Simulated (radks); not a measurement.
Values are calculated unless marked as measured or tabulated.
Task: Coherent X-ray form factor from a spherical all-electron density. Level of theory: scalar-relativistic Kohn-Sham, TASK exchange with Perdew-Wang LDA correlation, spin-unpolarised, spherical densities, finite nucleus; meta-GGA in the generalised Kohn-Sham scheme; Fermi nuclear charge, rms radius of each element as measured or else 0.836 A^(1/3) + 0.57 fm (a radial shooting solver on a logarithmic mesh with Libxc functionals).

sin(theta)/lambda (1/angstrom)  f0 (electrons)
0.05                                    76.390
0.1                                     74.636
0.15                                    71.953
0.2                                     68.629
0.25                                    64.967
0.3                                     61.227
0.4                                     54.200
0.5                                     48.249
0.6                                     43.357
0.8                                     35.698
1                                       29.662
1.25                                    23.762
1.5                                     19.604
2                                       15.055

The species is in the configuration that NIST lists as its ground one. Which atom or ion scatters so?

Result: The thallium ion Tl4+, [Xe] 4f14 5d9. Extrapolating in s^2 from the first two rows gives f0(0) = 77.0, near the electron count 77; among species with that count, the fall with angle is slower the higher Z, and the table is that of Z = 81; from so few rows the species is fixed only to a neighbour or two.
